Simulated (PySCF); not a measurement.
A side-by-side comparison of computed properties.

First species: C5H15NOSi.
SMILES with atom numbers: `[CH3:1][CH2:2][NH:3][SiH2:4][O:5][CH:6]([CH3:7])[CH3:8]` (hydrogens: H9, H10, H11 on C1; H12, H13 on C2; H14 on N3; H15, H16 on Si4; H17 on C6; H18, H19, H20 on C7; H21, H22, H23 on C8)

Second species: C3H3FO.
SMILES: `C=C(F)C=O`

Levels: B3LYP/def2-SVPD for dipole moment, HOMO energy, LUMO energy, HOMO–LUMO gap, static isotropic polarisability and electronic spatial extent ⟨r²⟩ about the centre of nuclear charge; TDDFT B3LYP/def2-SVPD for lowest singlet excitation; TDA B3LYP/def2-SVPD for lowest triplet excitation (Tamm–Dancoff); ΔSCF B3LYP/def2-SVPD for vertical ionisation energy; PBE0-D3(BJ)/def2-SVP for rotational constant A and rotational constant C. Geometries: PBE0-D3(BJ)/def2-SVP. Each species is one conformer at its optimised geometry, gas phase, non-relativistic unless stated. Electronic properties by PySCF.

The conformers computed, where there is a choice (atom-mapped SMILES and torsion angles):
- `[CH3:1][CH2:2][NH:3][SiH2:4][O:5][CH:6]([CH3:7])[CH3:8]`: C1–C2–N3–Si4 -137°, C2–N3–Si4–O5 -85°, N3–Si4–O5–C6 -154°, Si4–O5–C6–C7 152°
- `[CH2:1]=[C:2]([F:3])[CH:4]=[O:5]`: C1–C2–C4–O5 0°

(1) Which of the two has the higher HOMO–LUMO gap, and by how much?

(2) Which of the two has the higher LUMO energy, and by how much?

(3) Which of the two has the higher ⟨r²⟩, and by how much?

(4) Which of the two has the higher vertical ionisation energy, and by how much?

(5) Which of the two has the higher S1 energy, and by how much?

(6) Which of the two has the higher HOMO energy, and by how much?

(7) Which of the two has the higher static isotropic polarisability, and by how much?

(8) Which of the two has the higher T1 energy, and by how much?

Answers

(1) The first: 7.08 eV against 5.29 eV, a difference of 1.79 eV.

(2) The first: 0.38 eV against -2.63 eV, a difference of 3.01 eV.

(3) The first: 2065 bohr² against 388 bohr², a difference of 1677 bohr².

(4) The second: 10.56 eV against 8.80 eV, a difference of 1.76 eV.

(5) The first: 6.05 eV against 3.63 eV, a difference of 2.42 eV.

(6) The first: -6.70 eV against -7.92 eV, a difference of 1.22 eV.

(7) The first: 103.6 au against 41.9 au, a difference of 61.7 au.

(8) The first: 5.84 eV against 3.11 eV, a difference of 2.73 eV.

On the first: No computed singlet falls in the visible range (750 to 380 nm, 1.65 to 3.26 eV); S1 lies 2.79 eV above its blue end. S1 lies 1.03 eV below the HOMO–LUMO gap; its leading configuration is HOMO→LUMO, weight 0.93.

On the second: A dipole of 1.58 D is allowed in Cs, and pure rotational transitions are dipole-allowed. The polarisability is 6.20 Å³ as a volume (1 au = 0.148185 Å³), or 1.10 au for each of the 38 electrons.
